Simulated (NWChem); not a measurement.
C2H4BCl; SMILES C=CBCl

Results from NWChem. All runs use the structure optimised with PBE0/def2-SVP. One conformer.

Diagonal of the polarisability tensor at PBE/def2-SVPD, static: 50.37, 84.09, 38.66 bohr³.

Task: Find the mean polarisability volume, the molar refraction, and the refractive index that an ideal gas of it would have at 273.15 K and 1 atm.

Result: 
1. Mean: one third of the trace = 57.71 bohr³ × 0.14818 Å³/bohr³ = 8.55 Å³.
2. Molar refraction (Lorentz-Lorenz): (4π/3) N_A α = 21.6 cm³/mol.
3. Number density p/kT = 2.687 × 10⁻⁵ Å⁻³; n − 1 = 2π N α = 14.44 × 10⁻⁴.
4. These hold the electronic response alone: vibrational and orientational terms add to the static dielectric constant.
